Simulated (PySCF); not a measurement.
Compound: C7H16N2P (charge +1).
Structure used (PBE0-D3(BJ)/def2-SVP), in Å, numbered top down from 1:
```
atom  x, y, z in Å
C1    -2.1829   -1.6434    0.4396
C2    -1.6069   -0.2435    0.6266
P3    -0.0655    0.0984   -0.2560
C4    -0.3111   -0.2937   -1.9930
N5     1.2940   -0.6246    0.3759
C6     1.5364   -2.0497    0.5010
C7     2.1826    0.3549    0.8812
C8     1.7421    1.6036    0.6820
N9     0.4898    1.6412    0.0235
C10   -0.2227    2.8738   -0.2556
H11   -3.0996   -1.7454    1.0367
H12   -2.4523   -1.8470   -0.6070
H13   -1.4875   -2.4249    0.7786
H14   -2.3203    0.5294    0.2867
H15   -1.3842   -0.0237    1.6838
H16   -0.4676   -1.3765   -2.1145
H17   -1.1982    0.2295   -2.3812
H18    0.5835    0.0113   -2.5531
H19    1.3462   -2.4111    1.5240
H20    0.8931   -2.6091   -0.1924
H21    2.5786   -2.2736    0.2321
H22    3.1118    0.0382    1.3503
H23    2.2307    2.5382    0.9492
H24    0.4403    3.5855   -0.7689
H25   -0.6052    3.3397    0.6660
H26   -1.0735    2.6789   -0.9236
```

Computed with PySCF at PBE0/pcSseg-1, non-relativistic, on one gas-phase PBE0-D3(BJ)/def2-SVP geometry that isn't relaxed in the solvent. The solvent is an IEF-PCM continuum (cavity from Bondi-type radii × 1.2). Only the electrostatic response of the medium enters.

| medium | total energy (Eh) | HOMO (eV) | LUMO (eV) |
| --- | --- | --- | --- |
| gas phase | -726.352638 | -9.572 | -3.998 |
| chloroform (ε = 4.711) | -726.415392 | -6.580 | -0.805 |

Question: What is E(solvent) − E(gas) in chloroform, in kcal/mol?

Answer: -726.415392 − (-726.352638) = -0.062754 Eh = -39.38 kcal/mol.

Question: Scale it by Born's factor 1 − 1/ε to acetone (ε = 20.49), and compare with the calculation.

Answer: The factor goes from 0.788 to 0.951, a ratio of 1.208, which gives -47.55 kcal/mol. The calculation gives -47.92 kcal/mol (total energy -726.428996 Eh), so the scaled value is 0.8 % too small in size.

Question: Scale the changes of the other columns the same way. What are the values in acetone?

Answer: 
```json
{"quantity": "HOMO (eV)", "scaled": "-5.959", "computed": "-5.982", "difference": "+0.023"}
{"quantity": "LUMO (eV)", "scaled": "-0.143", "computed": "-0.129", "difference": "-0.014"}
```

Question: How does each lowering split into the polarisation term (half the interaction with the induced surface charges) and the distortion of the solute's density?

Answer: chloroform: -39.82 + 0.44 kcal/mol, the distortion taking back 1 % of the polarisation term; acetone: -48.78 + 0.86 kcal/mol, the distortion taking back 2 % of the polarisation term.

On one thread of an Arm Neoverse N1, shared host with 64 logical CPUs at a one-minute load of 22, this took 1.9 min of wall time and 1.4 GiB of memory at its peak. This is the whole shielding run at PBE0/pcSseg-1 in acetone, SCF included.
